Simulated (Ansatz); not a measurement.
Consider the cleavage of the Si–Si bond: `[SiH3][SiH2][SiH3]` + `CC[SeH]` → `CC[Se][SiH3]` + `[SiH3][SiH3]`.

Program: Ansatz. Geometries: PBE0-D4/def2-TZVP. ΔE: electronic, gas phase. CCSD(T)/CBS adds triple-zeta CCSD(T) − MP2 to the extrapolated MP2 energy (def2 sets, frozen cores). DFT in def2-TZVPP. For Se outer-core shells are correlated without core-valence functions, which leaves a few kJ/mol of doubt a bond. Scalar relativity is left out up to krypton. One conformer a species, not always the lowest.

(1) Is it downhill or uphill in electronic energy at CCSD(T)/CBS, and by how much? (Best estimate.)

(2) What do these levels give: r2SCAN-D4, PBE0-D4, r2SCAN0-D4, BHLYP-D4, CAM-B3LYP-D4, HF/CBS(def2)? (An estimate is asked.)

Largest T1 diagnostic among the species: 0.013.

Results:

(1) Computed: Downhill: ΔE = -12.6 kcal/mol.

(2) Computed: r2SCAN-D4 -11.4, PBE0-D4 -10.5, r2SCAN0-D4 -11.8, BHLYP-D4 -12.8, CAM-B3LYP-D4 -11.9, HF/CBS(def2) -14.2 kcal/mol.

Leaving LDA and LC-ωPBE aside and taking each functional with its dispersion term where it has one, the values, not all of them listed here, spread over 3.1 kcal/mol, from BHLYP-D4 to PBE-D4. From PBE to PBE0 (25 % exact exchange), in def2-TZVPP and without D4, ΔE moves by −0.8 kcal/mol. At CCSD(T), def2-SVP lies +2.2 kcal/mol from the extrapolated value and def2-TZVPP +0.8 kcal/mol.
